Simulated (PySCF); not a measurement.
**Xenon: a sound run and one with changed settings**

Sound run: Xe [Xe], Xe⁺ [Kr] 4d10 5s2 5p5. Calculation: PySCF 2.14, in def2-SVP with the def2 core potential (28 electrons) (6s5p3d2f, 50 functions); a scalar-relativistic core potential. The sound run starts from symmetry-adapted Hartree-Fock orbitals and uses a fine grid where one is needed.

Changed run: radial step 1.2 in ln r (0.13 in the sound run). This setting is unsound on purpose.

```json
{"species": "Xe", "method": "UHF", "sound run (hartree)": "-328.29839", "changed run (hartree)": "-328.29839", "converged": "yes"}
{"species": "Xe", "method": "MN15", "sound run (hartree)": "-328.55681", "changed run (hartree)": "-327.13614", "converged": "yes"}
{"species": "Xe", "method": "M06-L", "sound run (hartree)": "-329.53117", "changed run (hartree)": "-321.52233", "converged": "yes"}
{"species": "Xe⁺", "method": "UHF", "sound run (hartree)": "-327.87704", "changed run (hartree)": "-327.87704", "converged": "yes"}
{"species": "Xe⁺", "method": "MN15", "sound run (hartree)": "-328.10949", "changed run (hartree)": "-326.64753", "converged": "yes"}
{"species": "Xe⁺", "method": "M06-L", "sound run (hartree)": "-329.08753", "changed run (hartree)": "-320.99666", "converged": "yes"}
```

Ionisation energy of Xe:

| method | sound run (eV) | changed run (eV) |
| --- | --- | --- |
| UHF | 11.466 | 11.466 |
| MN15 | 12.172 | 13.296 |
| M06-L | 12.072 | 14.304 |

A coarse radial grid mis-integrates the density and the exchange-correlation energy, with errors of either sign; Hartree-Fock needs no grid.

For comparison, NIST gives 12.130 eV between the lowest levels.
